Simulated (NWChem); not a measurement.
Species: AlSiH4O2F; SMILES [OH][Al]([F])[O][SiH3]

```xyz
9

Al    -0.0016     0.9981     0.0010
F      1.3935     1.9181    -0.0016
O     -1.5353     1.7408    -0.0009
H     -1.6234     2.7068    -0.0058
O      0.1251    -0.6860     0.0068
Si     0.0274    -2.3431    -0.0019
H     -1.3894    -2.7891    -0.2489
H      0.4835    -2.8897     1.3242
H      0.9065    -2.9021    -1.0882
```
Atoms are numbered in this order, from 1.

Results from NWChem. All runs use the structure optimised with PBE-D3(BJ)/def2-SVP. B3LYP is NWChem's, with the RPA form of VWN correlation.

Question: Among these, which level gives the highest value of “highest occupied level (eV)”?
A. B3LYP/STO-3G
B. B3LYP/def2-SVP
C. B3LYP/aug-pcseg-1
D. B3LYP/pcseg-2

Answer: A, B3LYP/STO-3G. Values: B3LYP/aug-pcseg-1 -8.73; B3LYP/pcseg-2 -8.70; B3LYP/def2-SVP -8.48; B3LYP/STO-3G -3.12
